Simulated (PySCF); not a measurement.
## Absolute configuration from chiroptical data

Computed with TDDFT wB97X-D/def2-SVPD circular dichroism and optical rotation, one conformer, gas phase in PySCF. Geometry: PBE0-D3(BJ)/def2-SVP.

Values for one enantiomer of C5H6ClF, R in 10⁻⁴⁰ esu² cm² (velocity form):
```
λ (nm)       f      R
   182   0.001   -4.5
   171   0.009   -5.8
   151   0.005   +8.8
   151   0.012   -0.2
   148   0.022  +14.4
   144   0.081  +52.8
   143   0.113   +3.3
   142   0.002  +17.5
   141  0.0003   -1.9
   140   0.025  +19.9
   137   0.014   -2.8
   137   0.039   -2.3
   136   0.030  +17.1
   135   0.009  +15.7
   132   0.056   -3.5
   132   0.097  -55.6
```

[α] at 589.3 nm: +149 deg dm⁻¹ (g/mL)⁻¹ (origin-invariant length gauge).

Task: Which structure gives these signs?
A. F[C@H]1[C@H](Cl)C12CC2
B. F[C@@H]1[C@@H](Cl)C12CC2

Result: A. Its CIP labels in SMILES order are R, R; the other enantiomer gives every sign reversed.

The signs above follow by mirror symmetry from the run on the other enantiomer. Geometry of F[C@@H]1[C@@H](Cl)C12CC2 as run:
```xyz
13

F    -0.147   -1.400    1.764
C    -1.030   -0.757    0.966
C    -1.255   -1.299   -0.420
Cl   -2.870   -1.301   -1.115
C    -0.538   -0.024   -0.209
C    -0.593    1.351   -0.747
C     0.715    0.599   -0.690
H    -1.897   -0.373    1.515
H    -0.671   -2.180   -0.704
H    -1.072    1.480   -1.722
H    -0.750    2.173   -0.042
H     1.451    0.895    0.063
H     1.140    0.230   -1.628
```
